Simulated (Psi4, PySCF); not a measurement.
Here is a job for Psi4.
```
memory 2 GB

molecule {
0 1
  Ga   -0.23882611    0.10083400   -0.14092768
  C    -1.80146295   -1.21572828   -0.23393842
  H    -1.48974737   -2.11234972   -0.77670352
  H    -2.67761150   -0.79304802   -0.72665403
  H    -2.07741138   -1.52198383    0.77883123
  C    -0.06504875    2.00184560   -0.87573406
  H     0.73235088    2.03166984   -1.62340480
  H     0.21697965    2.67872738   -0.06457972
  H    -0.98796556    2.36112255   -1.33204575
  Cl    1.46388735   -0.61686449    0.86890290
}

set basis 6-31g*
set scf_type pk
set puream true
set d_convergence 1e-8
set dft_radial_points 99
set dft_spherical_points 590

energy('bhhlyp')
print_variables()
```

Q: Give the equivalent PySCF input.

A: This is not unique; one that fits is 
```python
from pyscf import gto, scf, dft

mol = gto.Mole()
mol.atom = '''
    Ga   -0.238826    0.100834   -0.140928
    C    -1.801463   -1.215728   -0.233938
    H    -1.489747   -2.112350   -0.776704
    H    -2.677611   -0.793048   -0.726654
    H    -2.077411   -1.521984    0.778831
    C    -0.065049    2.001846   -0.875734
    H     0.732351    2.031670   -1.623405
    H     0.216980    2.678727   -0.064580
    H    -0.987966    2.361123   -1.332046
    Cl    1.463887   -0.616864    0.868903
'''
mol.basis = '6-31g*'
mol.charge = 0
mol.spin = 0
mol.verbose = 4
mol.build()

mf = dft.RKS(mol)
mf.xc = 'bhandhlyp'
mf.grids.atom_grid = (99, 590)
mf.grids.prune = None
mf.kernel()
```

Both were run: Psi4 gave -2464.559059 Eh and PySCF -2464.559060 Eh, 0.001 mEh apart.
